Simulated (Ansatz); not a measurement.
Steps of a relaxation of CH₅AlBP, SMILES `[PH2][Al]1[BH][CH2]1` with RKS PBE-D4/def2-SVP.

```sh
$ ansatz run in.yaml --threads 2 --pin off --events-out ev --progress --plain --max-ram 4352MiB
```

```yaml
crystal:
  periodic: [false, false, false]
  atoms:
    - {symbol: P, position_ang: [-0.242700, 2.409100, -1.086700]}
    - {symbol: Al, position_ang: [0.160400, 0.398600, -0.092000]}
    - {symbol: B, position_ang: [1.260600, -1.347200, 0.397800]}
    - {symbol: C, position_ang: [-0.123000, -1.082700, 0.969800]}
    - {symbol: H, position_ang: [-0.439800, 1.869100, -2.440500]}
    - {symbol: H, position_ang: [-1.708100, 2.416400, -0.783100]}
    - {symbol: H, position_ang: [2.295100, -2.009000, 0.343200]}
    - {symbol: H, position_ang: [-0.898800, -1.797200, 0.563200]}
    - {symbol: H, position_ang: [-0.215300, -0.903500, 2.111100]}
basis:
  gaussian: {orbitals: def2-SVP}
hamiltonian: {xc: pbe, dispersion: d4}
relax: {f_tol: 0.03, max_steps: 200}
```

Positions (Å) and forces (eV/Å) along the path, 14 of 21 steps:

```xyz
9
step=1 energy=-17660.4157 eV
P    -0.243    2.409   -1.087   -1.334    0.427   -0.236
Al    0.160    0.399   -0.092    1.301    0.517   -1.751
B     1.261   -1.347    0.398    1.484    0.914   -1.452
C    -0.123   -1.083    0.970   -1.883   -1.081    3.138
H    -0.440    1.869   -2.441    0.160    0.031    0.581
H    -1.708    2.416   -0.783    0.804    0.140   -0.270
H     2.295   -2.009    0.343   -0.576   -0.223    0.502
H    -0.899   -1.797    0.563    0.166    0.152    0.455
H    -0.215   -0.903    2.111   -0.120   -0.878   -0.967
9
step=4 energy=-17661.3433 eV
P    -0.333    2.493   -1.112    0.041   -0.132    0.076
Al    0.240    0.346   -0.324    0.043   -0.267   -0.148
B     1.231   -1.365    0.219   -0.452   -0.011    0.811
C    -0.065   -1.061    1.089    0.505   -0.993   -0.014
H    -0.426    1.970   -2.453   -0.042    0.054   -0.017
H    -1.747    2.414   -0.858   -0.038   -0.059    0.010
H     2.242   -1.974    0.608   -0.329    0.426   -0.284
H    -0.994   -1.551    0.628    0.404    0.841    0.027
H    -0.059   -1.319    2.186   -0.132    0.141   -0.461
9
step=5 energy=-17661.5077 eV
P    -0.336    2.460   -1.107    0.022   -0.100    0.117
Al    0.253    0.305   -0.344    0.177   -0.263   -0.162
B     1.230   -1.390    0.220   -0.611    0.146    0.918
C    -0.032   -1.094    1.119    0.072   -0.913   -0.786
H    -0.437    1.990   -2.465   -0.030   -0.003   -0.009
H    -1.747    2.362   -0.849   -0.072   -0.036    0.017
H     2.272   -1.929    0.613   -0.298    0.329   -0.272
H    -1.043   -1.365    0.599    0.905    0.730    0.440
H    -0.072   -1.386    2.197   -0.166    0.111   -0.263
9
step=6 energy=-17661.6856 eV
P    -0.331    2.370   -1.033    0.014    0.107   -0.148
Al    0.373    0.214   -0.476   -0.242    0.270   -0.287
B     1.211   -1.431    0.229   -0.049   -0.121    0.982
C    -0.020   -1.061    1.079   -0.254   -1.029   -0.466
H    -0.484    1.991   -2.416    0.012    0.071   -0.024
H    -1.731    2.228   -0.749   -0.070   -0.108    0.095
H     2.280   -1.869    0.638   -0.210    0.082   -0.186
H    -1.046   -1.172    0.553    0.719    0.600    0.317
H    -0.164   -1.316    2.158    0.080    0.128   -0.284
9
step=7 energy=-17661.8271 eV
P    -0.341    2.350   -1.037   -0.056    0.037    0.022
Al    0.384    0.181   -0.516    0.136    0.032   -0.249
B     1.228   -1.441    0.268   -0.065    0.068    0.354
C    -0.013   -1.125    1.063   -0.682   -0.228   -0.250
H    -0.504    2.025   -2.432   -0.040    0.006    0.008
H    -1.730    2.153   -0.710   -0.015   -0.045   -0.012
H     2.298   -1.870    0.659   -0.150    0.015   -0.094
H    -1.050   -0.977    0.544    0.918    0.104    0.505
H    -0.183   -1.343    2.145   -0.045    0.012   -0.284
9
step=8 energy=-17661.9028 eV
P    -0.400    2.357   -1.042   -0.006   -0.009    0.039
Al    0.565    0.262   -0.503   -0.142   -0.125   -0.121
B     1.241   -1.445    0.294    0.107    0.083    0.254
C    -0.004   -1.111    1.043   -0.668    0.156   -0.271
H    -0.578    1.994   -2.425    0.020   -0.015    0.003
H    -1.765    2.050   -0.688    0.073   -0.095    0.034
H     2.254   -1.995    0.676   -0.063    0.044   -0.081
H    -0.984   -0.790    0.525    0.665    0.019    0.409
H    -0.242   -1.370    2.102    0.014   -0.059   -0.266
9
step=9 energy=-17661.9655 eV
P    -0.403    2.355   -1.032   -0.168   -0.217    0.113
Al    0.593    0.255   -0.566    0.042   -0.041    0.003
B     1.244   -1.414    0.313   -0.044    0.142    0.188
C    -0.021   -1.088    1.023   -0.406    0.180   -0.170
H    -0.593    1.966   -2.409   -0.043    0.027    0.002
H    -1.717    1.888   -0.619    0.173    0.072   -0.102
H     2.243   -1.994    0.674   -0.070   -0.039   -0.061
H    -0.947   -0.601    0.547    0.467   -0.166    0.313
H    -0.311   -1.414    2.053    0.049    0.042   -0.286
9
step=12 energy=-17662.0313 eV
P    -0.497    2.293   -1.007   -0.036    0.052    0.027
Al    0.680    0.292   -0.569    0.118   -0.105    0.016
B     1.288   -1.343    0.381   -0.026    0.188   -0.110
C     0.005   -1.011    1.025   -0.083   -0.084    0.119
H    -0.595    1.987   -2.413    0.037   -0.020   -0.014
H    -1.771    1.686   -0.715   -0.058   -0.014    0.002
H     2.141   -2.158    0.615    0.036   -0.073   -0.023
H    -0.769   -0.233    0.763    0.042   -0.011   -0.017
H    -0.394   -1.559    1.904   -0.030    0.067    0.000
9
step=15 energy=-17662.0571 eV
P    -0.660    2.242   -0.921    0.027   -0.044   -0.025
Al    0.619    0.281   -0.558   -0.015    0.068   -0.070
B     1.250   -1.359    0.350    0.093   -0.045   -0.032
C     0.053   -0.970    1.114    0.024   -0.034    0.025
H    -0.375    2.163   -2.337   -0.005    0.020    0.045
H    -1.870    1.466   -1.056   -0.010   -0.009   -0.015
H     2.048   -2.259    0.433   -0.022   -0.004    0.010
H    -0.639   -0.095    0.962   -0.063    0.053    0.035
H    -0.338   -1.515    1.995   -0.029   -0.006    0.027
9
step=17 energy=-17662.0613 eV
P    -0.691    2.214   -0.895    0.024   -0.024   -0.039
Al    0.615    0.265   -0.582   -0.012    0.013   -0.013
B     1.254   -1.366    0.348   -0.003    0.005    0.001
C     0.066   -0.955    1.118   -0.016   -0.010    0.036
H    -0.358    2.211   -2.301    0.000    0.035    0.015
H    -1.880    1.425   -1.114   -0.004   -0.016   -0.006
H     2.027   -2.287    0.429   -0.010    0.008   -0.010
H    -0.607   -0.059    0.982    0.009   -0.001    0.018
H    -0.337   -1.494    1.998    0.011   -0.009   -0.002
9
step=18 energy=-17662.0637 eV
P    -0.719    2.191   -0.893   -0.078   -0.039   -0.120
Al    0.593    0.247   -0.591    0.038   -0.013   -0.028
B     1.249   -1.373    0.349   -0.029    0.020   -0.010
C     0.078   -0.950    1.139   -0.040    0.052    0.041
H    -0.344    2.304   -2.289   -0.010   -0.051    0.150
H    -1.875    1.369   -1.194    0.066    0.072   -0.006
H     2.003   -2.313    0.407   -0.019    0.019   -0.006
H    -0.573   -0.031    1.035    0.057   -0.049   -0.007
H    -0.323   -1.490    2.020    0.015   -0.011   -0.013
9
step=19 energy=-17662.0658 eV
P    -0.766    2.174   -0.879   -0.079   -0.098   -0.276
Al    0.569    0.244   -0.596   -0.003   -0.028    0.022
B     1.240   -1.375    0.340   -0.028    0.029    0.017
C     0.092   -0.940    1.159   -0.056    0.071    0.008
H    -0.286    2.314   -2.247   -0.096   -0.014    0.219
H    -1.900    1.356   -1.284    0.184    0.119    0.035
H     1.985   -2.324    0.374   -0.031    0.025   -0.011
H    -0.544   -0.007    1.080    0.087   -0.096   -0.011
H    -0.302   -1.489    2.038    0.022   -0.009   -0.005
9
step=20 energy=-17662.0670 eV
P    -0.841    2.124   -0.866   -0.054    0.029   -0.121
Al    0.511    0.205   -0.611    0.029    0.018   -0.085
B     1.218   -1.384    0.332    0.067   -0.074   -0.021
C     0.117   -0.919    1.195    0.115   -0.098   -0.056
H    -0.252    2.406   -2.154    0.053    0.028    0.050
H    -1.887    1.340   -1.483   -0.006   -0.026    0.071
H     1.930   -2.359    0.352   -0.024    0.054   -0.017
H    -0.488    0.028    1.133   -0.074   -0.033    0.131
H    -0.219   -1.488    2.084   -0.105    0.102    0.047
9
step=21 energy=-17662.0727 eV
P    -0.865    2.134   -0.891    0.004    0.004    0.013
Al    0.484    0.215   -0.603    0.003   -0.008    0.012
B     1.207   -1.381    0.321    0.023   -0.022   -0.001
C     0.127   -0.932    1.219   -0.021    0.025   -0.017
H    -0.212    2.411   -2.149   -0.003    0.003    0.005
H    -1.883    1.330   -1.525   -0.008   -0.008   -0.006
H     1.928   -2.348    0.305   -0.002    0.001   -0.002
H    -0.487    0.012    1.189    0.006    0.006   -0.017
H    -0.210   -1.487    2.117    0.000   -0.001    0.013
```

Run time 44 s (2 threads of an Intel Xeon Platinum 8175M on a shared host); peak host memory 0.16 GiB.
